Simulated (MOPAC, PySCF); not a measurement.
C3H11GeNO3, SMILES `C[O][Ge]([NH2])([O]C)[O]C`, neutral singlet in the gas phase. 

Z-matrix (Å, degrees):
```
Ge
O 1 1.7638
C 2 1.4171 1 121.92
H 3 1.1019 2 107.88 1 163.90
H 3 1.1033 4 108.80 2 121.91
H 3 1.1066 4 107.86 5 117.22
O 1 1.7711 2 114.33 3 90.86
C 7 1.4139 1 119.31 2 -60.45
H 8 1.1020 7 108.41 1 -163.40
H 8 1.1066 9 107.95 7 121.17
H 8 1.1069 9 108.11 10 116.83
O 1 1.7729 2 103.50 3 -27.31
C 12 1.4157 1 118.45 2 -173.46
H 13 1.1015 12 108.15 1 172.25
H 13 1.1054 14 108.45 12 121.60
H 13 1.1066 14 108.17 15 116.95
N 1 1.8028 2 112.21 3 -150.67
H 17 1.0175 1 114.11 2 20.13
H 17 1.0183 18 109.45 1 127.26
```
Charge 0, multiplicity 1.

All levels are single points at this geometry (r2SCAN-D4/def2-SVP); Pople sets use spherical d functions. Orbital energies aren't observables, and empty levels follow the basis.

B3LYP/6-311+G** (LANL2DZ on Ge) in PySCF gives gap (eV) = 7.26.

Problem. Estimate the gap (eV) from each of these levels: r2SCAN-D4/def2-TZVP in PySCF; BP86/6-31G* in PySCF; SVWN5/6-31G* in PySCF; HF/3-21G in PySCF; PM7 in MOPAC.

Solution. 
```tsv
level	gap (eV)
r2SCAN-D4/def2-TZVP in PySCF	6.30
BP86/6-31G* in PySCF	5.59
SVWN5/6-31G* in PySCF	5.40
HF/3-21G in PySCF	16.39
PM7 in MOPAC	9.25
```
